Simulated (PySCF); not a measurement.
C₂H₆OSi₂, SMILES [SiH2]1C=C[SiH2]O1. Atoms are numbered in the order given.

```xyz
11

C     -0.6747     0.0000     1.4006
C      0.6747     0.0000     1.4006
Si     1.4157     0.0000    -0.3282
O      0.0000     0.0000    -1.2272
Si    -1.4157     0.0000    -0.3282
H     -1.2419     0.0000     2.3402
H      1.2418     0.0000     2.3402
H      2.2360    -1.2120    -0.6199
H      2.2360     1.2120    -0.6199
H     -2.2360    -1.2120    -0.6199
H     -2.2360     1.2120    -0.6199
```
Charge 0, spin multiplicity 1.

Geometry: PBE0-D3(BJ)/def2-SVP. This is a generated structure with no PubChem entry under its InChIKey; it may be hypothetical.

The numbers are results of PBE/def2-TZVP (PySCF), not measurements.

Symmetry labels are those of the subgroup C2v that the program uses (full group C2v).

Problem. List the valence orbital energies around the gap with their symmetry. (An estimate is asked for; the answer gives what the named calculation found.)

Solution. 
| orbital | symmetry | energy (eV) |
|---|---|---|
| HOMO−7 | B2 | -9.81 |
| HOMO−6 | B1 | -9.75 |
| HOMO−5 | A1 | -9.33 |
| HOMO−4 | A2 | -8.44 |
| HOMO−3 | A1 | -7.93 |
| HOMO−2 | B2 | -7.37 |
| HOMO−1 | B1 | -7.32 |
| HOMO | B2 | -6.90 |
| LUMO | A2 | -1.93 |
| LUMO+1 | A1 | -0.85 |
| LUMO+2 | B1 | 0.02 |
| LUMO+3 | A1 | 0.34 |
